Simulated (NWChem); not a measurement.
# BiI2 cation; SMILES [I][Bi+][I]

def2 effective core potentials on I, Bi; no spin-orbit coupling.

Task: Give the equilibrium geometry at PBE0/def2-SVP with def2 effective core potentials on I, Bi (NWChem) as a Z-matrix, with the point group.

Result: point group C2v; any orientation.
```
Bi
I 1 2.7190
I 1 2.7190 2 102.64
```
